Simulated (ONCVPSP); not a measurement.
# osmium (Os): variants of one ONCV potential

Base potential:

- Element: osmium
- Generator: ONCVPSP 4.0.1
- Type: optimised norm-conserving Vanderbilt (ONCV)
- Functional: LDA (Perdew-Wang 92)
- Relativity: fully relativistic
- Frozen core: [Kr] 4d10
- Valence charge: 30
- Reference configuration: 4f14 5s2 5p6 5d6 6s0.5 (charge +1.5)
- Partial waves: 5s+6s: rc 1.60 bohr, ncon 4, nbas 8, qcut 9.5 1/bohr, 2 projectors; 5p: rc 1.20 bohr, ncon 3, nbas 7, qcut 8.2 1/bohr, 1 projector; 5d: rc 2.10 bohr, ncon 4, nbas 8, qcut 7.6 1/bohr, 2 projectors, debl 2.6 Ha; 4f: rc 1.00 bohr, ncon 4, nbas 9, qcut 14.5 1/bohr, 1 projector
- Local potential: polynomial inside 0.90 bohr (lpopt 5, dvloc0 0 Ha)
- Core correction: Teter function, fcfact 2.75, rcfact 1.7

Open shells are filled in proportion to 2j + 1.

Cutoffs, loose and tight: the cutoffs (Ha) at which the residual kinetic energy of the hardest occupied pseudo-wave falls to 1 and 0.1 mHa per electron. They do not see the model core or the augmentation charge, which bear on the density cutoff. Test errors are all-electron minus pseudo excitation energies from the reference, over the configurations 4f14 5s2 5p6 5d6 6s2; 4f14 5s2 5p6 5d6 6s1; 4f14 5s2 5p6 5d6 6s0; 4f14 5s1 5p6 5d6 6s2. A dash means not determined; rows that change the core or the reference have their own tests.

A true bound ghost makes a file unfit for plane-wave use even where its test errors are small: the radial tests pick states by their node count and pass the ghost by.

```csv
change,outcome,"cutoff, loose","cutoff, tight",bound ghosts,GHOST(+) flags above zero,largest test error (meV)
base,generated,213 Ha,358 Ha,s,"p3/2, p1/2",-39
s: qcut 6; p: qcut 5.2; d: qcut 4.8; f: qcut 9.1,generated,–,–,"s, p3/2","d5/2, p1/2, d3/2",-234
s: qcut 7.3; p: qcut 6.3; d: qcut 5.8; f: qcut 11.1,generated,422 Ha,620 Ha,"s, d5/2, p3/2","p1/2, d3/2",-118
s: qcut 8.6; p: qcut 7.4; d: qcut 6.8; f: qcut 13.1,generated,342 Ha,443 Ha,s,p1/2,-60
s: qcut 9.4; f: qcut 14.4,generated,232 Ha,360 Ha,s,"p3/2, p1/2",-41
s: qcut 10.6; p: qcut 9.1; d: qcut 8.4; f: qcut 16.1,"failed: ERROR pspot: first pseudo wave function has node, program will stop",–,–,–,–,–
s: qcut 11.6; p: qcut 10; d: qcut 9.3; f: qcut 17.7,"failed: ERROR pspot: first pseudo wave function has node, program will stop",–,–,–,–,–
s: qcut 12.3; p: qcut 10.6; d: qcut 9.9; f: qcut 18.8,"failed: oncvpsp_r: lschvkbb convergence ERROR, n= 1 l= 0",–,–,–,–,–
s: qcut 13.8; p: qcut 11.9; d: qcut 11; f: qcut 21,"failed: ERROR pspot: first pseudo wave function has node, program will stop",–,–,–,–,–
```
